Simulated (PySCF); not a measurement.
PBE0 on Co⁻ (cobalt, charge -1), [Ar] 3d8 4s2, high-spin 3F determinant. All numbers are calculated (PySCF 2.14, the spin-free X2C one-electron Hamiltonian (Gaussian nucleus), in x2c-TZVPPall with one added diffuse shell each of s, p, d, f type (7s6p5d3f1g, 80 functions)).

```
cycle= 1 E= -1393.01613141037  delta_E= -0.011  |g|= 0.245  |ddm|= 0.378
cycle= 2 E= -1392.95580258622  delta_E= 0.0603  |g|= 0.602  |ddm|= 0.335
cycle= 3 E= -1393.02813228379  delta_E= -0.0723  |g|= 0.00562  |ddm|= 0.214
cycle= 4 E= -1393.02813555418  delta_E= -3.27e-06  |g|= 0.0095  |ddm|= 0.0192
cycle= 5 E= -1393.02816226938  delta_E= -2.67e-05  |g|= 0.000475  |ddm|= 0.0125
cycle= 6 E= -1393.02816371314  delta_E= -1.44e-06  |g|= 7.32e-05  |ddm|= 0.00874
cycle= 7 E= -1393.02816372798  delta_E= -1.48e-08  |g|= 5.3e-05  |ddm|= 0.000777
cycle= 8 E= -1393.0281637287  delta_E= -7.13e-10  |g|= 5.41e-06  |ddm|= 4.06e-05
converged SCF energy = -1393.0281637287  <S^2> = 2.0180409  2S+1 = 3.0120033
```

Highest occupied orbital energy: 0.663 eV; ⟨L²⟩ = 12.03; populations by l: s 8.00, p 12.00, d 8.00, f 0.00.

Task: Can this result be used?

Result: With care. The run converged. At PBE0 the highest occupied level has a positive energy, so only the finite basis holds that electron; in a semilocal or global hybrid functional this comes from self-interaction and does not mean that the real anion is unbound.
